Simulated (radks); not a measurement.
Values are calculated unless marked as measured or tabulated.
Radial electron density D(r) = 4 pi r^2 rho(r) of an atom or ion with 56 electrons. Level of theory: scalar-relativistic Kohn-Sham, PBE, spin-polarised, spherical densities, point nucleus (a radial shooting solver on a logarithmic mesh with Libxc functionals).

| r (bohr) | D(r) (e/bohr) | spin D(r) |
|---|---|---|
| 0.002404 | 11.54 | -0.0000537 |
| 0.003206 | 17.71 | -0.0000821 |
| 0.00431 | 26.62 | -0.000123 |
| 0.005749 | 37.95 | -0.000174 |
| 0.007729 | 51.58 | -0.000238 |
| 0.01031 | 64.65 | -0.000305 |
| 0.01386 | 74.14 | -0.000384 |
| 0.01849 | 76.07 | -0.000499 |
| 0.02466 | 71.21 | -0.000719 |
| 0.03315 | 66.97 | -0.00107 |
| 0.04421 | 74.17 | -0.00106 |
| 0.05944 | 92.15 | 0.00121 |
| 0.07928 | 99.97 | 0.00890 |
| 0.1066 | 85.11 | 0.0243 |
| 0.1422 | 73.34 | 0.0431 |
| 0.1911 | 84.06 | 0.0689 |
| 0.2549 | 78.72 | 0.143 |
| 0.3428 | 43.56 | 0.357 |
| 0.4572 | 31.41 | 0.706 |
| 0.6146 | 36.48 | 0.968 |
| 0.8198 | 24.04 | 0.897 |
| 1.102 | 11.30 | 0.691 |
| 1.47 | 8.198 | 0.646 |
| 1.976 | 4.946 | 0.635 |
| 2.636 | 1.680 | 0.443 |
| 3.544 | 0.3318 | 0.184 |
| 4.727 | 0.04979 | 0.0431 |
| 6.355 | 0.004071 | 0.00400 |
| 8.476 | 0.0001217 | 0.000122 |

What is the nuclear charge?

Answer. Z = 58. The innermost maximum, from 1s, lies near gamma/Z bohr with gamma = sqrt(1 - (Z/c)^2) = 0.906, here 0.0156 bohr (found: 0.0171), and its height grows with Z. The density is that of the cerium ion Ce2+ in [Xe] 4f1 5d1; the configuration itself is not fixed sharply by these data, and Z only to a few units. D(r) has 4 maxima, at r = 0.0171, 0.0762, 0.214, 0.595 bohr, and minima at 0.0329, 0.141, 0.436 bohr, inside which lie 1.95, 11.17, 29.03 electrons.
